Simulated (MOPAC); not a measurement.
Job for MOPAC: AM1 on C3H10S (a complex), monomers drawn apart or pushed together.

```
AM1 1SCF PRECISE CHARGE=0 THREADS=1
C3H10S

C     -0.52661779 1     0.55891932 1     0.23314063 1
C      0.54676888 1    -0.52324371 1     0.16283820 1
H     -1.27738849 1     0.42071560 1    -0.54716794 1
H     -0.09607454 1     1.55381185 1     0.10066624 1
H     -1.04303410 1     0.54068347 1     1.19447895 1
H      0.11664766 1    -1.51697165 1     0.30424052 1
H      1.30963341 1    -0.38017185 1     0.93139916 1
H      1.05493797 1    -0.52025542 1    -0.80339771 1
C      0.84750937 1     0.86191499 1     4.24772371 1
S     -0.30919055 1    -0.52745137 1     4.47378583 1
H      0.71954617 1     1.32675387 1     3.27265892 1
H      0.60204329 1     1.58949333 1     5.01940135 1
H      1.87870533 1     0.54271543 1     4.38243267 1
H      0.15771374 1    -1.29369038 1     3.47543989 1
```

The log:

```
*******************************************************************************
 **                                                                           **
 **                              MOPAC v23.2.5                                **
 **                                                                           **
 *******************************************************************************
 ** MOPAC's Digital Object Identifier: https://doi.org/10.5281/zenodo.6511958 **
 **                                                                           **
 ** Please cite the open-source release paper for use of this MOPAC version:  **
 ** J. E. Moussa and J. J. P. Stewart (2026)                                  **
 ** MOPAC: An open-source semiempirical molecular orbital program             **
 ** J. Open Source Softw., 11(119), 8025, https://doi.org/10.21105/joss.08025 **
 *******************************************************************************

                              AM1 CALCULATION RESULTS

 *******************************************************************************
 *  AM1        - The AM1 Hamiltonian to be used
 *
 *
 *
 *                 CHARGE ON SYSTEM = 0
 *
 *
 *
 *  PRECISE    - TIGHTER CRITERIA TO BE USED
 *  1SCF       - DO 1 SCF AND THEN STOP
 *  THREADS=1  - MULTI-THREADING NOT USED
 *  T=         - A TIME OF 172800.0 SECONDS REQUESTED
 *  DUMP=N     - RESTART FILE WRITTEN EVERY 7200.0 SECONDS REQUESTED
 *******************************************************************************
AM1 1SCF PRECISE CHARGE=0 THREADS=1
 C3H10S

   ATOM   CHEMICAL          X               Y               Z
  NUMBER   SYMBOL      (ANGSTROMS)     (ANGSTROMS)     (ANGSTROMS)

     1       C         -0.52661779  *   0.55891932  *   0.23314063  *
     2       C          0.54676888  *  -0.52324371  *   0.16283820  *
     3       H         -1.27738849  *   0.42071560  *  -0.54716794  *
     4       H         -0.09607454  *   1.55381185  *   0.10066624  *
     5       H         -1.04303410  *   0.54068347  *   1.19447895  *
     6       H          0.11664766  *  -1.51697165  *   0.30424052  *
     7       H          1.30963341  *  -0.38017185  *   0.93139916  *
     8       H          1.05493797  *  -0.52025542  *  -0.80339771  *
     9       C          0.84750937  *   0.86191499  *   4.24772371  *
    10       S         -0.30919055  *  -0.52745137  *   4.47378583  *
    11       H          0.71954617  *   1.32675387  *   3.27265892  *
    12       H          0.60204329  *   1.58949333  *   5.01940135  *
    13       H          1.87870533  *   0.54271543  *   4.38243267  *
    14       H          0.15771374  *  -1.29369038  *   3.47543989  *



          CARTESIAN COORDINATES

    NO.       ATOM           X           Y           Z

     1         C         -0.5266      0.5589      0.2331
     2         C          0.5468     -0.5232      0.1628
     3         H         -1.2774      0.4207     -0.5472
     4         H         -0.0961      1.5538      0.1007
     5         H         -1.0430      0.5407      1.1945
     6         H          0.1166     -1.5170      0.3042
     7         H          1.3096     -0.3802      0.9314
     8         H          1.0549     -0.5203     -0.8034
     9         C          0.8475      0.8619      4.2477
    10         S         -0.3092     -0.5275      4.4738
    11         H          0.7195      1.3268      3.2727
    12         H          0.6020      1.5895      5.0194
    13         H          1.8787      0.5427      4.3824
    14         H          0.1577     -1.2937      3.4754

  H: (AM1): M.J.S. DEWAR ET AL, J. AM. CHEM. SOC. 107 3902-3909 (1985)
  C: (AM1): M.J.S. DEWAR ET AL, J. AM. CHEM. SOC. 107 3902-3909 (1985)
  S: (AM1): M.J.S. DEWAR, Y-C YUAN, INORGANIC CHEMISTRY, 29, 3881:3890,  (1990)

           Empirical Formula: C3 H10 S  =    14 atoms



      MOLECULAR POINT GROUP   :   C1


      RHF CALCULATION, NO. OF DOUBLY OCCUPIED LEVELS = 14


 -------------------------------------------------------------------------------
 AM1 1SCF PRECISE CHARGE=0 THREADS=1
 C3H10S



     1SCF WAS SPECIFIED, SO BFGS WAS NOT USED
     SCF FIELD WAS ACHIEVED


                              AM1 CALCULATION
                                                       MOPAC v23.2.5 Linux




          FINAL HEAT OF FORMATION =        -17.98716 KCAL/MOL =     -75.25827 KJ/MOL


          COSMO AREA              =        144.46 SQUARE ANGSTROMS
          COSMO VOLUME            =        132.28 CUBIC ANGSTROMS

          IONIZATION POTENTIAL    =          9.001958 EV
          HOMO LUMO ENERGIES (EV) =         -9.002  0.833
          NO. OF FILLED LEVELS    =         14
          MOLECULAR WEIGHT        =         78.1720         POINT GROUP:  C1

          MOLECULAR DIMENSIONS (Angstroms)

            Atom       Atom       Distance
            H    12    H     8     6.20976
            H     4    H    14     3.84913
            H    13    H     3     3.30034


          SCF CALCULATIONS        =          1





   ATOM   CHEMICAL          X               Y               Z
  NUMBER   SYMBOL      (ANGSTROMS)     (ANGSTROMS)     (ANGSTROMS)

     1       C         -0.52661779  *   0.55891932  *   0.23314063  *
     2       C          0.54676888  *  -0.52324371  *   0.16283820  *
     3       H         -1.27738849  *   0.42071560  *  -0.54716794  *
     4       H         -0.09607454  *   1.55381185  *   0.10066624  *
     5       H         -1.04303410  *   0.54068347  *   1.19447895  *
     6       H          0.11664766  *  -1.51697165  *   0.30424052  *
     7       H          1.30963341  *  -0.38017185  *   0.93139916  *
     8       H          1.05493797  *  -0.52025542  *  -0.80339771  *
     9       C          0.84750937  *   0.86191499  *   4.24772371  *
    10       S         -0.30919055  *  -0.52745137  *   4.47378583  *
    11       H          0.71954617  *   1.32675387  *   3.27265892  *
    12       H          0.60204329  *   1.58949333  *   5.01940135  *
    13       H          1.87870533  *   0.54271543  *   4.38243267  *
    14       H          0.15771374  *  -1.29369038  *   3.47543989  *

                             CARTESIAN COORDINATES

   1    C       -0.526617790     0.558919320     0.233140630
   2    C        0.546768880    -0.523243710     0.162838200
   3    H       -1.277388490     0.420715600    -0.547167940
   4    H       -0.096074540     1.553811850     0.100666240
   5    H       -1.043034100     0.540683470     1.194478950
   6    H        0.116647660    -1.516971650     0.304240520
   7    H        1.309633410    -0.380171850     0.931399160
   8    H        1.054937970    -0.520255420    -0.803397710
   9    C        0.847509370     0.861914990     4.247723710
  10    S       -0.309190550    -0.527451370     4.473785830
  11    H        0.719546170     1.326753870     3.272658920
  12    H        0.602043290     1.589493330     5.019401350
  13    H        1.878705330     0.542715430     4.382432670
  14    H        0.157713740    -1.293690380     3.475439890


           Empirical Formula: C3 H10 S  =    14 atoms



      MOLECULAR POINT GROUP   :   C1


                  EIGENVALUES
 -33.44758 -30.00483 -24.25219 -18.43649 -15.35894 -15.04119 -15.01037 -14.62931
 -13.45583 -13.31457 -12.07333 -12.05699 -11.61344  -9.00196   0.83347   1.61629
   3.98467   4.01316   4.08789   4.12040   4.45237   4.58742   4.91976   4.98199
   4.98842   5.32718


              NET ATOMIC CHARGES AND DIPOLE CONTRIBUTIONS

  ATOM NO.   TYPE          CHARGE      No. of ELECS.   s-Pop       p-Pop
    1          C          -0.212079        4.2121     1.21490     2.99718
    2          C          -0.208808        4.2088     1.21479     2.99402
    3          H           0.072888        0.9271     0.92711
    4          H           0.069225        0.9308     0.93078
    5          H           0.074606        0.9254     0.92539
    6          H           0.070142        0.9299     0.92986
    7          H           0.062305        0.9377     0.93770
    8          H           0.071667        0.9283     0.92833
    9          C          -0.285409        4.2854     1.23131     3.05410
   10          S          -0.055140        6.0551     1.88243     4.17271
   11          H           0.095335        0.9047     0.90466
   12          H           0.111264        0.8887     0.88874
   13          H           0.094103        0.9059     0.90590
   14          H           0.039902        0.9601     0.96010
 DIPOLE           X         Y         Z       TOTAL
 POINT-CHG.     0.380     0.422    -0.206     0.604
 HYBRID         1.027     0.167    -0.908     1.381
 SUM            1.407     0.589    -1.114     1.889


          ATOMIC ORBITAL ELECTRON POPULATIONS

     Atom    s        px        py        pz
    1  C   1.21490   0.98812   0.98511   1.02395
    2  C   1.21479   0.98631   0.98947   1.01823
    3  H   0.92711
    4  H   0.93078
    5  H   0.92539
    6  H   0.92986
    7  H   0.93770
    8  H   0.92833
    9  C   1.23131   1.00590   0.99103   1.05717
   10  S   1.88243   1.48237   1.22161   1.46873
   11  H   0.90466
   12  H   0.88874
   13  H   0.90590
   14  H   0.96010

 **********************
 *                    *
 * JOB ENDED NORMALLY *
 *                    *
 **********************




 == MOPAC DONE ==
```

The run finished.

Cost: about 0.04 core-seconds (a rough figure).
